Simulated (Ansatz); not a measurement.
Reaction (ligand exchange at the Al–C bond): `N[CH](F)[AlH][OH]` + `N[SiH3]` → `[OH][AlH][NH][SiH3]` + `NCF`

Calculated with Ansatz (gas phase, PBE0-D4/def2-TZVP geometries, no zero-point term in ΔE). CCSD(T)/CBS adds triple-zeta CCSD(T) − MP2 to the extrapolated MP2 energy (def2 sets, frozen cores). This one scheme is used for every species. DFT in def2-TZVPP. Each species was taken in one conformer, which may not be the lowest.

(1) Is it downhill or uphill in electronic energy at CCSD(T)/CBS, and by how much? (Estimate.)

(2) What do these levels give: ωB97M-V, B2PLYP, PBE, CCSD/def2-TZVPP, CCSD(T)/def2-TZVPP, MP2/def2-QZVPP? (Best estimate.)

Largest T1 diagnostic among the species: 0.013.

Results:

(1) The calculation gave: Downhill: ΔE = -136.1 kJ/mol.

(2) Ansatz gave: ωB97M-V -130.7, B2PLYP -135.5, PBE -120.6, CCSD/def2-TZVPP -140.8, CCSD(T)/def2-TZVPP -139.3, MP2/def2-QZVPP -141.2 kJ/mol.

In def2-TZVPP, CCSD(T) changes the Hartree–Fock value by +9.9 kJ/mol (the triples alone add +1.6 kJ/mol) and MP2 by +6.4 kJ/mol. From PBE to PBE0 (25 % exact exchange), in def2-TZVPP and without D4, ΔE moves by −8.5 kJ/mol.
